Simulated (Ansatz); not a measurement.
`OC[O][SnH3]` + `CC1=CC1C` → `CC1=C[CH]1[SnH3]` + `COCO`  (formal exchange of groups at the Sn–O bond)

Calculated with Ansatz (gas phase, PBE0-D4/def2-TZVP geometries, no zero-point term in ΔE). CCSD(T)/CBS is the MP2 limit (def2-TZVPP, def2-QZVPP) plus CCSD(T) − MP2 in def2-TZVPP, frozen cores. This one scheme is used for every species. Functionals use def2-TZVPP. B3LYP here is the variant with VWN-RPA as its local correlation; programs differ in this. def2 core potentials past Kr. For Sn outer-core shells are correlated without core-valence functions, which leaves a few kJ/mol of doubt a bond. One conformer a species, not always the lowest.

Problem. Is it downhill or uphill in electronic energy at CCSD(T)/CBS, and by how much? (An estimate is asked.)

Solution. The calculation gave: Uphill: ΔE = +82.3 kJ/mol.

Problem. What do these levels give: r2SCAN-D4, B3LYP-D4, B2PLYP, PBE, B3LYP, MP2/def2-TZVPP? (An estimate is asked.)

Solution. The calculation gave: r2SCAN-D4 82.0, B3LYP-D4 78.7, B2PLYP 82.1, PBE 76.8, B3LYP 81.0, MP2/def2-TZVPP 79.6 kJ/mol.

Largest T1 diagnostic among the species: 0.013.

In def2-TZVPP, CCSD(T) changes the Hartree–Fock value by −9.9 kJ/mol (the triples alone add −1.5 kJ/mol) and MP2 by −7.7 kJ/mol.
